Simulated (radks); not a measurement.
Question: The caesium ion Cs45+, [Ne]. Calculated with a radial shooting solver on a logarithmic mesh with Libxc functionals: non-relativistic Kohn-Sham, exchange-only LDA, spin-polarised, spherical densities, point nucleus. Every spin shell is full or empty, so the densities are truly spherical. Functionals are evaluated on that one density, not self-consistently. Rank these exchange functionals by their error against the exact value of the orbitals, and give that value: LDA, revPBE, PW91, PW86, WC, APBE, revTPSS, TASK.

Answer: Exact: -90.8887 hartree. From best to worst, with 100 (|E| - |E exact|)/|E exact| (equal figures are ties): APBE +0.01, PW86 -0.20, revPBE -0.56, PW91 -0.62, revTPSS -0.94, WC -1.96, TASK -2.11, LDA -8.12.
